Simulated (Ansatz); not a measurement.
## Relaxing a trial structure of C4H11BSi

The starting geometry of this gas-phase singlet was optimised with GFN2-xTB; its bonds are those of `B[Si](C)(C)C=C`.

```xyz
17

C    -1.9154   -1.0332   -0.4203
C     0.6425   -2.6913   -0.7620
C     0.6710    0.2717   -1.4022
C     0.3931    1.5654   -1.3827
B     0.4811   -0.5216    1.6921
Si   -0.0116   -0.9964   -0.1500
H     0.1425    0.4931    2.1652
H     1.1299   -1.2197    2.3698
H    -2.3936   -1.7708    0.2182
H    -2.3584   -0.0676   -0.1962
H    -2.1645   -1.2769   -1.4488
H     0.3483   -2.8945   -1.7875
H     0.2622   -3.5035   -0.1486
H     1.7270   -2.7344   -0.7182
H     1.3289   -0.0945   -2.1821
H     0.7850    2.2614   -2.1100
H    -0.2511    1.9942   -0.6316
```

Predict what becomes of its bonds when it is optimised with B3LYP/def2-SVP.

It keeps its bonds, and is `B[Si](C)(C)C=C`.

The energy falls by 0.21 eV over 27 steps:

| step | E − E(last) (eV) |
| --- | --- |
| 1 | 0.212 |
| 4 | 0.044 |
| 7 | 0.028 |
| 10 | 0.018 |
| 13 | 0.012 |
| 15 | 0.008 |
| 18 | 0.003 |
| 21 | 0.001 |
| 24 | 0.000 |
| 27 | 0.000 |

Final geometry (Å):

```xyz
17

C    -1.9194   -0.8836   -0.3592
C     0.5496   -2.7144   -0.8063
C     0.8204    0.3376   -1.1504
C     0.2282    1.4316   -1.6536
B     0.6029   -0.6500    1.7178
Si   -0.0412   -1.0302   -0.1599
H    -0.0682   -0.0470    2.5228
H     1.7254   -0.9405    2.0632
H    -2.4341   -1.6743    0.2118
H    -2.2894    0.0849    0.0146
H    -2.2205   -0.9814   -1.4154
H     0.2545   -2.8576   -1.8591
H     0.1174   -3.5421   -0.2198
H     1.6468   -2.7988   -0.7452
H     1.9049    0.2354   -1.3048
H     0.7860    2.1946   -2.2101
H    -0.8463    1.6171   -1.5411
```

The end wasn't checked by frequencies. Run with Ansatz 0.2.0, 71 s on 2 threads of Intel(R) Xeon(R) 6975P-C (Granite Rapids), on a shared host.
